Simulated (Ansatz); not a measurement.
**One elementary step**

Start structure (BH$_{3}$O$_{3}$F$_{2}$, singlet), relaxed at PBE0-D4/def2-TZVP:

B1  (-0.700, -0.744, 0.072)
O2  (0.183, -1.705, 0.436)
F3  (-0.817, -0.447, -1.225)
F4  (-1.632, -0.284, 0.897)
H5  (1.601, 0.645, 0.129)
O6  (0.731, 1.014, 0.333)
O7  (0.556, 1.968, -0.704)
H8  (0.114, -1.935, 1.365)
H9  (-0.036, 1.488, -1.304)
(Å)

The step: BHOF₂ ([OH][B]([F])[F]) + H₂O₂ ([OH][OH]) → BHO₂F₂ ([OH][O][B]([F])[F]) + H₂O (still joined by a long B–O bond); bonds formed: B1–O6, O2–H5; bonds broken: H5–O6; bonds weakened to dative contacts: B1–O2. Program: Ansatz 0.2.0. Basis: def2-TZVPP and def2-QZVPP. Cores are frozen in the correlated methods. Extrapolation: Hartree–Fock as exp(−7.88 √X), correlation as X^−2.97. Energies below are by CCSD(T) at an estimated basis limit (MP2 extrapolated from triple and quadruple zeta, plus CCSD(T) − MP2 in triple zeta).

(1) What are the electronic barrier and the energy of the step, from the start structure to the end structure? (Judge from chemistry; the value comes from the calculation.)

T1 diagnostic: at most 0.013.

Results:

(1) By the calculation: Barrier 0.998 eV; step energy 0.045 eV (uphill); reverse barrier, their difference, 0.953 eV. Barrier and step energy count from the start structure, the reverse barrier from the end structure.

The saddle point: One imaginary mode of 1232i cm⁻¹.
| pair | start (Å) | saddle (Å) | end (Å) |
| --- | --- | --- | --- |
| B1–O6 | 2.28 | 1.55 | 1.43 |
| O2–H5 | 2.76 | 1.19 | 0.98 |
| B1–O2 | 1.35 | 1.54 | 1.70 |
| H5–O6 | 0.97 | 1.27 | 2.35 |

Zero-point energy (harmonic, PBE0-D4): ZPE is 1.466 eV at the start and 1.377 eV at the saddle, so the barrier goes from 0.998 to 0.909 eV.

Labels in which every atom is bracketed show which atoms are joined, not bond orders.

For scale, one of the runs: CCSD(T)/def2-TZVPP, 228 basis functions, launched by `ansatz run in.yaml --threads 8 --pin off --events-out ev --progress --plain --max-ram 19148MiB`. The run took 81 s on 8 CPU threads of an Arm Neoverse V2 (shared host), with 4.6 GiB of host memory at its peak.
